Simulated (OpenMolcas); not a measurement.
## Ni2+: ligand-field states by method

Ni2+ with 6 ligands (sulfide) in octahedral coordination (Oh) at 2.54 Å. A charge of +1.67 e stands 3.2 Å behind each ligand. Ligand basis ANO-RCC-VDZP.
```
Ni    0.0000    0.0000    0.0000
S     2.5400    0.0000    0.0000
S     0.0000    2.5400    0.0000
S    -2.5400    0.0000    0.0000
S     0.0000   -2.5400    0.0000
S     0.0000    0.0000    2.5400
S     0.0000    0.0000   -2.5400
```

```json
{"Program": "OpenMolcas 26.06", "Basis": "ANO-RCC-VDZP [5s4p2d1f]", "Scalar Hamiltonian": "DKH2, point nucleus", "Active space": "8 electrons in 5 orbitals (3d)", "State averaging": "2S+1 = 3 even, 10 roots; 2S+1 = 1 even, 15 roots", "Spin-orbit coupling": "RASSI with atomic mean-field integrals over the reference wave functions"}
```

I. CASSCF
II. SS-CASPT2, IPEA 0.25 Eh, imaginary shift 0.1 Eh (closed shells correlated: 3s 3p and the ligand valence shells)
III. SS-CASPT2, IPEA 0 Eh, imaginary shift 0.1 Eh (closed shells correlated: 3s 3p and the ligand valence shells)

Spin-free states (labels of O, the rotations of Oh) in cm-1, each column counted from its own energy of the first state listed:

```csv
State,Degeneracy,I,II,III
3A2,1,0,0,0
3T2,3,1985,3010,3180
3T1,3,3548,4690,4510
1E,2,16754,11050,11250
1T2,3,18285,14700,14250
3T1,3,21297,19600,19210
1A1,1,25577,22450,21430
1T1,3,26130,23490,23690
1E,2,26963,24800,24620
1T2,3,27567,25480,25200
1A1,1,61928,58370,55860
```

From I to II, I's first state of the same spin (3T2) moves from 1985 to 3010 cm-1, by about +1000 cm-1.

From I to II, I's first state of another spin (1E) moves from 16754 to 11050 cm-1, by about -5700 cm-1.

I: A least-squares ligand-field fit to the states below 45000 cm-1, each weighted by its degeneracy and with a free common offset, gives 10Dq = 2066 cm-1, B = 1254 cm-1 and C = 4592 cm-1 (C/B = 3.66), with an rms deviation of 60 cm-1. 

χT at 300 K: I 2.31, II 1.96, III 1.92 cm3 K/mol.

Roots that are degenerate in the reference are averaged as groups; the widest CASPT2 spread within a group is 270 cm-1 (the 3-fold group of multiplicity 3 near 3180 cm-1 above the lowest state of its run, III). Shifts and gaps below about the spread of the groups concerned are not significant. Over all roots computed the reference weight is 0.58 to 0.63 in II, 0.58 to 0.63 in III; the roots of lowest weight are the least certain, and an intruder state may touch them. The sulfide ions are held by bare point charges, a crude embedding. Ligand-to-metal charge-transfer states are missing. With oxide or sulfide held by bare charges the field of late divalent 3d ions can come out several times too small, and g and χT far too large. With no ligand orbital active B as a rule stays too high, so bands that hang on it stand too high and its fall with covalency is understated. Without dynamic correlation the repulsion within the d shell is too large (B by tens of per cent), so at a given field states of lower spin stand too high (holds for I). With metal d orbitals alone and no dynamic correlation the field as a rule comes out too small, by tens of per cent, by up to half for chloride and softer ligands, and the orbital part of g and χT, which goes as 1/10Dq, too large (holds for I). A single d shell leaves out the double-shell effect, which counts most for late 3d ions, where the CASPT2 field can be off either way by tens of per cent (holds for II; III). These CASPT2 states fit no ligand-field parameters well, so their order and spin gaps are uncertain (holds for II; III). With one d shell and no ligand orbital active, 10Dq can be off by tens of per cent for divalent 3d ions, low with halides held by bare charges and at times high in hosts, and the orbital part of g and χT goes as 1/10Dq (holds for II; III). Free-ion shares, where given, are those of the reference states; single-state CASPT2 does not remix them (holds for II; III). The distance lies 3 % over the 2.47 Å that this model takes as the normal distance (a Shannon-type radius plus a fixed donor radius); by an R⁻⁵ law this alone changes a d-shell field by about -13 %. No measured value stands beside these numbers; the geometry is a model, was not optimised and need not be the one that this ion takes.
